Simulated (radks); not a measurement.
The numbers below are computed, except where a source is named.
Fractional charge and spin in the 4s shell of krypton: the spin-up occupation runs from 0 to 1 and the spin-down occupation from 0 to 1; the fullest corner is Kr, [Ar] 3d10 4p6 4s(up 1, down 1). Code: a radial shooting solver on a logarithmic mesh with Libxc functionals. Model: non-relativistic Kohn-Sham, PBE, spin-polarised, spherical densities, point nucleus. Energy (eV) above the fullest corner. The planes named below are the two flat planes that join the four corners, with an edge along up + down = one added electron.

down \ up,0,0.25,0.5,0.75,1
0,67.843,56.630,46.191,36.512,27.581
0.25,56.630,46.261,36.648,27.781,19.643
0.5,46.191,36.648,27.847,19.774,12.412
0.75,36.512,27.781,19.774,12.476,5.871
1,27.581,19.643,12.412,5.871,0.000

Corners above the fullest one (they belong to Kr+ and the next ion): (up 1, down 0) 27.581 eV, (up 0, down 1) 27.581 eV, (up 0, down 0) 67.843 eV. With half an added electron in each spin the energy lies 0.266 eV from the planes, and with half an added electron in spin up alone -1.521 eV. The planes are only a guide here: the flat-plane condition holds for ground states with one frontier orbital, while this shell lies below other occupied shells, so the corners above the fullest one are inner-hole states and not the ground states of those ions.
